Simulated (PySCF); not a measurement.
H4Zr, SMILES [ZrH4-], charge -1, multiplicity 2.

Geometry: PBE-D3(BJ)/def2-TZVPD. The spin state was assumed, not searched. The def2 effective core potentials stand for the cores of Zr; spin–orbit coupling is left out.

The numbers are results of PBE-D3(BJ)/def2-TZVPD in PySCF, not measurements.

Frequencies are harmonic and unscaled.

Modes within 1.5 cm⁻¹ of each other (mostly degenerate sets) share a row, with their intensities summed.

Q: Estimate the vibrational spectrum. (Estimate from the structure and the level; the computed values follow.)

A: 
```csv
mode,ν (cm⁻¹),IR (km/mol),moving atoms (share of kinetic energy)
1–2,353,684.5,H 98 %
3,429,0.0,H 100 %
4,492,30.9,H 97 %
5,545,0.0,H 100 %
6,1363,164.6,H 99 %
7–8,1384,2079.5,H 98 %
9,1479,0.0,H 100 %
```
